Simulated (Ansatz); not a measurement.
Geometry optimisation of SnBr2⁺.

```yaml
crystal:
  periodic: [false, false, false]
  atoms:
    - {symbol: Sn, position_ang: [-0.223920, -0.001940, 1.402390]}
    - {symbol: Br, position_ang: [0.906400, 1.286180, -0.573040]}
    - {symbol: Br, position_ang: [-0.682470, -1.284240, -0.829350]}
basis:
  gaussian: {orbitals: def2-TZVP}
total_charge: 1
magnetization: {spin_polarized: true, initial_magnetization: 1}
hamiltonian: {xc: {name: B3LYP}, dispersion: d4}
scf: {lower_state_search: "off"}
output: {orbitals: {seedname: orbitals}}
relax: {f_tol: 0.02, max_steps: 100}
```

```sh
$ ansatz run in.yaml --threads 4 --pin off --events-out ev --progress --plain --max-ram 3916MiB
```

Shortened log:

```
Functional definition: B3LYP
mean field -145921.59554760 eV, -5362.5197271645 hartree, gradient 7.1e-6 eV, S^2 0.754417; 0 other end points of the search recorded, 0 dependent functions left out
relax step   1: F+E_penalty+E_count = -145921.80512628 eV  Δ(F+E_penalty+E_count) = +0.000e0 eV  max|allowed force component| = 1.082e-1 eV/Å  Δτ_max = 0.0000 Å  (19 SCF iters, accepted)
mean field -145921.59752853 eV, -5362.5197999621 hartree, gradient 5.0e-6 eV, S^2 0.754279; 0 other end points of the search recorded, 0 dependent functions left out
relax step   2: F+E_penalty+E_count = -145921.80778024 eV  Δ(F+E_penalty+E_count) = -2.654e-3 eV  max|allowed force component| = 4.202e-2 eV/Å  Δτ_max = 0.0297 Å  (26 SCF iters, accepted)
mean field -145921.59792540 eV, -5362.5198145467 hartree, gradient 2.5e-6 eV, S^2 0.754307; 0 other end points of the search recorded, 0 dependent functions left out
relax step   3: F+E_penalty+E_count = -145921.80804424 eV  Δ(F+E_penalty+E_count) = -2.640e-4 eV  max|allowed force component| = 6.838e-4 eV/Å  Δτ_max = 0.0065 Å  (18 SCF iters, accepted)
Total energy: -145921.80826357 eV, -5362.5275443320 hartree
Atom 0 at    -0.226250    -0.001765     1.417758 Å, force     0.000029     0.000217     0.000684 eV/Å
Atom 1 at     0.896124     1.267625    -0.582402 Å, force    -0.000278    -0.000488    -0.000197 eV/Å
Atom 2 at    -0.669864    -1.265860    -0.835356 Å, force     0.000249     0.000271    -0.000487 eV/Å
Dipole moment:    -0.125223    -0.000982     0.784659 e Å
Checks for a lower state left out: stability, starts, cluster_reference, orbital_swaps, neighbouring_geometries, increment
```

It took 9 s on 4 threads of Arm Neoverse V2 on a shared host.

In the def2 sets Sn takes a core potential; there is no spin–orbit coupling. In the doublet, Br2 and Br3 lie 2.99 Å apart (atoms count from 1), so these atoms are partly bonded to each other. The structure comes from a short search, and lower isomers may exist.
